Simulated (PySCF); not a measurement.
Spectrum to structure. The calculation used TDDFT B3LYP/def2-SVPD, vertical, gas phase, core orbitals frozen in the response (PySCF). Geometries: GFN2-xTB, one conformer each.

```csv
state,E (eV),f
S1,5.98,0.019
S2,6.22,0.0042
S3,6.88,0.031
S4,7.00,0.0029
S5,7.28,0.0092
S6,7.43,0.031
S7,7.46,0.0015
S8,7.79,0.017
```

Problem. Which structure fits? All have the formula C2H5F3SSi.
A. `CCS[Si](F)(F)F`
B. `FCC(F)(F)[SiH2]S`
C. `CS[Si@H](F)C(F)F`

Solution. B. Its S1, at 5.98 eV, is the highest among the candidates; the nearest of the others has S1 at 5.70 eV. S1 is HOMO→LUMO (99%). Löwdin shares by element: HOMO sulfur 70%, silicon 10%, hydrogen 6% or more, carbon 5% or more; LUMO sulfur 30%, silicon 22%, hydrogen 17% or more (atoms not listed hold the other 31%). At the same level the other candidates give, for their lowest levels:
- `CS[Si@H](F)C(F)F`: 5.33 eV (f 0.002); 6.22 eV (f 0.030); 6.67 eV (f 0.019); 6.84 eV (f 0.014); 7.03 eV (f 0.020); T1 4.98 eV; HOMO -7.36, LUMO -0.90 eV
- `CCS[Si](F)(F)F`: 5.70 eV (f 0.002); 6.43 eV (f 0.030); 7.47 eV (f 0.007); 7.55 eV (f 0.012); 7.75 eV (f 0.048); T1 5.29 eV; HOMO -7.73, LUMO -0.75 eV

The values belong to the conformer `[F:1][CH2:2][C:3]([F:4])([F:5])[SiH2:6][SH:7]`: F1–C2–C3–F4 148°, C2–C3–Si6–S7 51°, H–S7–Si6–C3 -62°.
Triplets come from the Tamm–Dancoff approximation.
